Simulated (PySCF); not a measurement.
**In³⁺ (indium, charge +3): UHF calculation**

Configuration: [Kr] 4d10, closed-shell 1S. Calculation: PySCF 2.14, in aug-cc-pVTZ-DK3 (8s7p5d2f, 68 functions); the spin-free X2C one-electron Hamiltonian (Gaussian nucleus).

- Total energy: -5876.236395 hartree
- One-electron energy: -8041.4438 hartree
- Hartree (Coulomb) energy: 2323.3783 hartree
- Exchange energy: -158.1710 hartree
- ⟨S²⟩: 0.0000
- ⟨L²⟩: 0.000
- Sum of ⟨r⟩: 25.67 bohr
- Sum of ⟨r²⟩: 25.39 bohr²
- Langevin diamagnetic susceptibility: -20.1 ×10⁻⁶ cm³/mol

```tsv
shell	electrons	mean orbital energy (hartree)	rms radius, mean of both spins (bohr)
1s	2	-1032.86798	0.0340
2s	2	-158.89804	0.139
2p	6	-142.56055	0.124
3s	2	-32.45299	0.371
3p	6	-26.95662	0.372
3d	10	-18.40687	0.352
4s	2	-6.36903	0.908
4p	6	-4.65092	0.988
4d	10	-2.07757	1.24
```

Densities and radii are taken from the X2C orbitals without a picture-change correction, which distorts them close to the nucleus.
